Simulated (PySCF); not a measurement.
Species: C3H5F3Si.
Structure used (PBE0-D3(BJ)/def2-SVP), in Å, numbered top down from 1:
```xyz
12
C3H5F3Si angstrom
F     -2.0955   -1.2849   -0.2697
C     -1.5166   -0.0754   -0.1603
F     -1.6170    0.3257    1.1307
C     -0.0647   -0.1390   -0.5435
F      0.0472   -0.4150   -1.8773
C      0.8446    0.9733   -0.0413
Si     1.2713   -0.7085    0.6567
H     -2.0764    0.6350   -0.7970
H      1.5094    1.3758   -0.8141
H      0.3861    1.7423    0.5901
H      0.9209   -1.0459    2.0550
H      2.4333   -1.4094    0.0643
```

Method used: PBE0-D3(BJ)/def2-SVP geometry optimisation, gas phase in PySCF 2.14.0.

Take the most abundant isotopes and a rigid rotor. The values belong to one conformer with, in the numbering `[F:1][CH:2]([F:3])[C@@:4]1([F:5])[CH2:6][SiH2:7]1`, F1–C2–C4–F5 67°.

**Question.** Give the principal moments of inertia and the rotational constants in cm⁻¹.

**Answer.** Ia = 173.65, Ib = 274.55, Ic = 332.56 u·Å²; 505379 MHz·u·Å²/I gives 2910, 1841 and 1520 MHz, that is A = 0.09708, B = 0.06140, C = 0.05069 cm⁻¹.

**Question.** Classify the top.

**Answer.** An asymmetric top; Ray's κ = -0.538.

**Question.** Is it planar, by Δ = Ic − Ia − Ib?

**Answer.** Not planar: Δ = Ic − Ia − Ib = -115.64 u·Å². For a rigid frame Δ = −2 Σ m c², so Σ m c² = 57.82 u·Å² lies off the ab plane: 10.68 from hydrogen and 47.14 from heavier atoms. The atom farthest from that plane is 1.81 Å away.

**Question.** Give the other two planar moments, Paa and Pbb, and the rms extents of the mass along the axes.

**Answer.** Paa = Σ m a² = (Ib + Ic − Ia)/2 = 216.73 and Pbb = Σ m b² = (Ia + Ic − Ib)/2 = 115.83 u·Å². With the mass M = 126.01 u, the rms extents √(P/M) along a, b and c are 1.31, 0.96, 0.68 Å.

**Question.** List the rotational levels J(Ka,Kc) to J = 3 (MHz).

**Answer.** Above 0(0,0):
J = 1: 1(0,1) 3360, 1(1,1) 4430, 1(1,0) 4751
J = 2: 2(0,2) 10019, 2(1,2) 10830, 2(1,1) 11793, 2(2,1) 15002, 2(2,0) 15064
J = 3: 3(0,3) 19866, 3(1,3) 20394, 3(1,2) 22313, 3(2,2) 25083, 3(2,1) 25380, 3(3,1) 31270, 3(3,0) 31277
The levels of one J sum to (2J + 1)J(J + 1)(A + B + C)/3.

**Question.** Predict some low-J microwave lines.

**Answer.** The dipole components are |μa| = 1.41 D, |μb| = 0.70 D, |μc| = 0.93 D. Intensities carry the squares of the components, which stand as 1.00 : 0.25 : 0.43 (a : b : c). Some of the stronger lines:

```csv
type,branch,"J(Ka,Kc)",MHz,lower level (cm⁻¹)
a,Q,"4(2,2) ← 4(2,3)",813,1.283
c,Q,"1(1,1) ← 1(0,1)",1070,0.112
c,Q,"3(2,2) ← 3(1,2)",2770,0.744
b,Q,"3(3,0) ← 3(2,1)",5898,0.847
b,R,"3(1,2) ← 2(2,1)",7311,0.500
b,R,"4(2,2) ← 3(3,1)",8020,1.043
a,R,"3(2,2) ← 2(2,1)",10081,0.500
a,R,"4(3,1) ← 3(3,0)",13591,1.043
b,R,"3(2,1) ← 2(1,2)",14550,0.361
a,R,"5(0,5) ← 4(0,4)",15942,1.094
b,R,"4(2,3) ← 3(1,2)",16163,0.744
a,R,"5(4,1) ← 4(4,0)",16946,1.779
b,R,"4(3,1) ← 3(2,2)",19785,0.837
c,R,"4(4,0) ← 3(3,0)",22059,1.043
c,R,"4(4,1) ← 3(3,1)",22066,1.043
c,R,"5(4,1) ← 4(3,1)",25414,1.497
```

**Question.** Estimate the classical rotational partition function at 25 K, 100 K and 200 K.

**Answer.** Point group C1, symmetry number σ = 1; q = (√π/σ)·√((kT/h)³/(ABC)), k/h = 20836.6 MHz/K: 7390 at 25 K, 59100 at 100 K, 167000 at 200 K.

PBE0-D3(BJ)/def2-SVP frequencies: not computed here. Zero-point vibration and centrifugal distortion are left out.

The run took 69 s of wall time on one thread of an Arm Neoverse V1, shared host with 32 logical CPUs at a one-minute load of 26, and the process peaked at 0.55 GiB of memory. These figures are those of the optimisation.
